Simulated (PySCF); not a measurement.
Compound: C3H9BO.
Numbering: `[BH2:1][O:2][CH2:3][CH2:4][CH3:5]` (hydrogens: H6, H7 on B1; H8, H9 on C3; H10, H11 on C4; H12, H13, H14 on C5)

Method: PBE0-D3(BJ)/def2-SVP geometry optimisation, gas phase in PySCF; density fitting, grid level 1; the optimiser is geomeTRIC in internal coordinates, started from a GFN2-xTB structure with every atom displaced at random (about 0.01 Å).

Step 3: E = -5970.6035 eV
```
atom  x, y, z in Å  |  force x, y, z in eV/Å
B1     -2.5561   -0.7284    0.8181   -0.055   0.037  -0.016
O2     -1.5572    0.1257    1.0693   -0.016   0.041   0.018
C3     -0.4722    0.3313    0.1900    0.046   0.020  -0.001
C4      0.8416    0.0738    0.8984    0.013  -0.004   0.010
C5      2.0427    0.3428    0.0067   -0.003   0.005   0.017
H6     -3.4364   -0.8012    1.6441    0.022  -0.024   0.004
H7     -2.5627   -1.3764   -0.2103    0.009  -0.028   0.007
H8     -0.5149    1.3774   -0.1628   -0.002  -0.030   0.027
H9     -0.5723   -0.3233   -0.6936   -0.020  -0.015  -0.035
H10     0.8787    0.7074    1.7997    0.015  -0.011   0.015
H11     0.8512   -0.9708    1.2553   -0.007   0.017  -0.031
H12     1.9889   -0.2355   -0.9289    0.002  -0.025  -0.015
H13     2.1130    1.4076   -0.2668   -0.011   0.001  -0.012
H14     2.9814    0.0679    0.5087    0.007   0.015   0.013
```

Step 4: E = -5970.6046 eV
```
atom  x, y, z in Å  |  force x, y, z in eV/Å
B1     -2.5560   -0.7237    0.8162   -0.024  -0.022   0.034
O2     -1.5636    0.1386    1.0660    0.018   0.028  -0.006
C3     -0.4736    0.3360    0.1889    0.062   0.035   0.087
C4      0.8411    0.0698    0.8979   -0.053   0.011  -0.009
C5      2.0419    0.3404    0.0070    0.004   0.021   0.007
H6     -3.4357   -0.8039    1.6422    0.009   0.004  -0.008
H7     -2.5488   -1.3870   -0.2021   -0.001  -0.009  -0.011
H8     -0.5099    1.3829   -0.1590    0.007  -0.005  -0.002
H9     -0.5793   -0.3165   -0.6944   -0.008  -0.025  -0.058
H10     0.8827    0.6989    1.8023   -0.002  -0.012   0.008
H11     0.8463   -0.9761    1.2490   -0.001  -0.003  -0.022
H12     1.9936   -0.2428   -0.9258    0.002  -0.023  -0.018
H13     2.1041    1.4047   -0.2712   -0.007  -0.004  -0.017
H14     2.9831    0.0770    0.5109   -0.006   0.005   0.016
```

Task: Estimate the geometry and energy of step 5. (The exact step hangs on the optimiser's Hessian estimate; all steps are aligned on step 4, rigid shifts and turns removed.)

Result: E = -5970.6057 eV, largest force 0.113 eV/Å
```
atom  x, y, z in Å  |  force x, y, z in eV/Å
B1     -2.5493   -0.7236    0.8198    0.004  -0.027   0.045
O2     -1.5689    0.1557    1.0600    0.026   0.008  -0.053
C3     -0.4743    0.3463    0.1846    0.008   0.009   0.113
C4      0.8359    0.0640    0.8941   -0.044   0.016  -0.018
C5      2.0392    0.3377    0.0081    0.022   0.018  -0.003
H6     -3.4321   -0.7999    1.6422   -0.003   0.008  -0.003
H7     -2.5270   -1.4096   -0.1836    0.000   0.007  -0.010
H8     -0.4998    1.3953   -0.1540    0.002   0.020  -0.025
H9     -0.5861   -0.3004   -0.7033   -0.002  -0.005  -0.034
H10     0.8798    0.6827    1.8057   -0.008  -0.011   0.001
H11     0.8337   -0.9855    1.2320    0.006  -0.022  -0.005
H12     2.0023   -0.2535   -0.9209    0.002  -0.009   0.002
H13     2.0927    1.4006   -0.2778   -0.003  -0.009  -0.015
H14     2.9797    0.0884    0.5211   -0.011  -0.002   0.005
```

The energy changes by -0.0010 eV. The first-order estimate −F·Δx gives -0.0020 eV and the mean of the old and new forces, exact on a quadratic surface, -0.0015 eV. The step makes an angle of 79° with the force vector and moves no atom by more than 0.036 Å.

What follows is the cost of the whole optimisation. The run took 36 s wall on an Arm Neoverse V2 with one thread, shared host with 96 logical CPUs at a one-minute load of 42, and the process peaked at 0.47 GiB of memory.
